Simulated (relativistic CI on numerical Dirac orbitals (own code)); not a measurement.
# Nb+: M2,3 absorption edge

Computed with this model: Dirac-Coulomb-Breit CI, orbitals from a KLI potential per configuration, a model potential for QED, valence Slater integrals scaled by 0.7, multiplet model of core-to-valence dipole absorption; configurations [Kr] 4d4 → [Ne] 3s2 3p5 3d10 4s2 4p6 4d5; 300 K; Lorentzian 1.2 eV and Gaussian 0.4 eV FWHM. Energies are those of the free ion, without screening or charge transfer. The branching ratio is the share of the lower-energy edge in the whole absorption, uncertain by about 0.02 where the edges overlap. S is read from ⟨S²⟩ = S(S + 1).

Field parameters in Wybourne normalisation: Td as Oh with Dq negative (B⁴₀ = 21Dq, B⁴₄ = √(5/14) B⁴₀). The field is a parameter set, without covalency.

free ion: ground-state S = 1.99, centroid 368.12 eV, branching ratio 0.791. Peaks (eV, height): 364.8 (100), 381.0 (28).

Td, 10Dq = -5400 cm⁻¹: ground-state S = 1.98, centroid 368.59 eV, branching ratio 0.763. Peaks (eV, height): 365.0 (100), 381.0 (29).

Td, 10Dq = -7300 cm⁻¹: ground-state S = 1.58, centroid 368.28 eV, branching ratio 0.782. Peaks (eV, height): 364.8 (100), 380.8 (24).

Td, 10Dq = -9200 cm⁻¹: ground-state S = 0.08, centroid 368.66 eV, branching ratio 0.759. Peaks (eV, height): 364.8 (100), 380.5 (33).

Td, 10Dq = -11150 cm⁻¹: ground-state S = 0.04, centroid 368.99 eV, branching ratio 0.745. Peaks (eV, height): 364.8 (100), 380.5 (36).

Td, 10Dq = -13050 cm⁻¹: ground-state S = 0.02, centroid 369.20 eV, branching ratio 0.737. Peaks (eV, height): 365.0 (100), 380.8 (37).

The statistical ratio of this edge is 2/3 = 0.667. Values above it arise where the holes sit mainly in the j = l + 1/2 valence subshell or the ground state has high spin; values below it where core-valence Coulomb terms move weight to the upper edge, as in nearly empty shells.

Strongest unbroadened transitions for Td, 10Dq = -9200 cm⁻¹:

```tsv
Energy (eV)	Relative strength
364.43	8.0
364.57	54.5
364.61	37.3
364.65	9.9
364.77	100.0
364.81	62.1
364.86	6.1
364.93	28.0
364.98	13.8
365.16	10.4
366.30	4.8
366.45	4.1
366.73	2.7
380.42	14.6
380.45	75.7
380.63	3.2
380.64	11.7
382.15	1.8
```
